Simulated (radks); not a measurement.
The numbers below are computed, except where a source is named.
Spherical jellium clusters: N electrons in a uniform positive sphere of charge N and radius rs N^(1/3), rs = 5.08 bohr. Level of theory: non-relativistic Kohn-Sham, PBE, spin-polarised, spherical densities (a radial shooting solver with Libxc functionals). Levels are named by radial order and angular momentum (1s, 1p, 1d, 2s, ...), and open shells are averaged over m.

N = 5, configuration 1s2 1p(up 3, down 0). This is the lowest configuration that the search found. Occupied levels:

| level | occupation | eigenvalue (eV) | <r> (bohr) |
|---|---|---|---|
| 1s up | 1 | -3.4943 | 6.196 |
| 1s down | 1 | -2.9786 | 5.439 |
| 1p up | 3 | -2.5778 | 7.239 |

Energy (eV): total -8.55115, kinetic 6.2570, external -92.516, Hartree 45.770, exchange-correlation -15.050, background 46.988.

Electron density:

| r (bohr) | n(r) (e/bohr^3) |
|---|---|
| 0.637 | 0.002049 |
| 1.35 | 0.002096 |
| 2.06 | 0.002164 |
| 2.77 | 0.002243 |
| 3.48 | 0.002306 |
| 4.18 | 0.002317 |
| 4.89 | 0.002240 |
| 5.60 | 0.002054 |
| 6.31 | 0.001765 |
| 7.02 | 0.001405 |
| 7.73 | 0.001026 |
| 8.44 | 0.0006803 |
| 9.15 | 0.0004118 |
| 9.86 | 0.0002350 |
| 10.6 | 0.0001298 |
| 11.3 | 0.00007031 |
| 12.0 | 0.00003763 |
| 12.7 | 0.00001994 |
| 13.4 | 0.00001047 |
| 14.1 | 5.436e-06 |
